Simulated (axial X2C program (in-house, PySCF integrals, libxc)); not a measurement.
FSeF: properties at the nuclei

Calculated with an in-house all-electron X2C program for linear molecules (integrals from PySCF): two-component X2C with atomic mean-field Coulomb and Gaunt terms, Gaussian nuclei, basis F dyall-av3z, Se dyall-v3z with contracted cores.

F–Se–F held linear, with bonds 1.819 and 1.819 Å (near the PBE0 minimum at charge 0 of the determinant lowest at the starting distance; the state shown can have its own minimum elsewhere, held linear; other orders of the atoms were not compared).

Determinant lowest in the PBE0 search, Ω = 1 (⟨Sz⟩ = 1.00, ⟨Lz⟩ = 0.00 at PBE0), spin on the atoms F 0.06, Se 0.88, F 0.06:

```
    level  A∥/gI F (MHz)  qzz F (a.u.)  A∥/gI Se (MHz)  qzz Se (a.u.)
     PBE0            -36          0.98            -796           4.74
       HF          -17.4          1.12            -951           5.55
BHandHLYP          -25.7          1.00            -766           5.22
```

Determinant 0.65 eV from it at PBE0 and this distance, Ω = 0 (closed shell), highest spinor 69% Se p, 25% F p, 5% F d:

| level | qzz F (a.u.) | qzz Se (a.u.) |
| --- | --- | --- |
| PBE0 | 0.88 | 5.19 |
| HF | 1.03 | 5.77 |
| BHandHLYP | 0.93 | 5.47 |

A∥ (defined per Ω) follows by multiplying with gI = μI/(I μN); qzz is the electric field gradient, eQq0 = 234.96 MHz × Q/barn × qzz. The operators were transformed with the bare-nucleus X2C matrices; with these basis sets, hyperfine constants and field gradients can be off by tens of per cent, and where levels differ in sign neither size nor sign is settled.

(1) With gI(77Se) = 1.0701 (g factors from the IAEA table of nuclear moments by Stone), turn the PBE0 values of the first state into constants in MHz.

The molecule was held linear; bending was not examined, so a bent shape may lie lower.

Each state is one determinant with collinear spin, which with several unpaired electrons need not be a pure state. Unrestricted Hartree–Fock can overshoot spin polarisation at the nuclei. A closed determinant beside an open π² or δ² triplet, such as (π1/2)², mixes with its partner pair into the 0⁺ component of the triplet and ¹Σ⁺, so its energy is not that of a level, and 0⁺ can lie lowest. With several open shells hyperfine constants can be off by a factor of several. Open-shell Ω = 0 determinants with evenly filled partner blocks cannot be reached by this program, so the Ω shown need not be the lowest component. The search compared states at one distance, so a state with another bond length can lie lower. Where a field gradient or hyperfine factor spreads by more than a factor of two over the levels, a constant derived from it is not to be relied on. PBE0 term energies can be off by some tenths of an eV.

Answers

(1) A∥(77Se) = -796 × 1.0701 = -852 MHz.
